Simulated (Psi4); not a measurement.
H₂Cl₂Si, charge -1, doublet, geometry from GFN2-xTB (a state made from the parent by changing its charge; the spin is typed, not shown lowest) (a gas-phase anion, which may not be bound at this level). Base run: BLYP/aug-cc-pVDZ run with Psi4.

Geometry (Å):
```xyz
5

Si     0.0037     0.0700    -0.0053
Cl     2.2680    -0.1896     0.0700
Cl    -2.2759     0.0379    -0.0585
H      0.0110     0.8955     1.1955
H      0.0724     0.7020    -1.3165
```
Charge -1, spin multiplicity 2.
Orbitals are unrestricted.
All else is at Psi4's defaults (density fitting).
Base energy -1211.19413 Eh.

Each row names what was changed in the base input (with any setting that the change needs).

| change | ΔE vs base (mEh) | SCF cycles | grid points | basis functions |
|---|---|---|---|---|
| base | 0.000 | 8 | 110115 | 99 |
| e_convergence = 1e-4 | 0.000 | 8 | 110115 | 99 |
| basis_guess = true | 0.000 | 8 | 110115 | 99 |
| basis_guess = sto-3g | 0.000 | 8 | 110115 | 99 |
| scf_type = cd | 0.043 | 8 | 110115 | 99 |
| dft_spherical_points = 590 | 0.001 | 8 | 215093 | 99 |
| scf_type = dfdirj+link | 0.000 | 8 | 110115 | 99 |
| dft_spherical_points = 194 | 0.018 | 8 | 71209 | 99 |
| guess = sadno | 0.000 | 10 | 110115 | 99 |
| df_basis_scf = def2-universal-jkfit | 0.005 | 8 | 110115 | 99 |
| dft_basis_tolerance = 1e-8 | 0.000 | 8 | 109292 | 99 |
| diis_max_vecs = 3 | 0.000 | 11 | 110115 | 99 |
| guess = core | 0.000 | 11 | 110115 | 99 |

Open shells are given as the SCF converged; they aren't shown to be the lowest states, and a large step between rows can be another state.

A gas-phase anion may not be bound at this level; its values then depend on the basis.
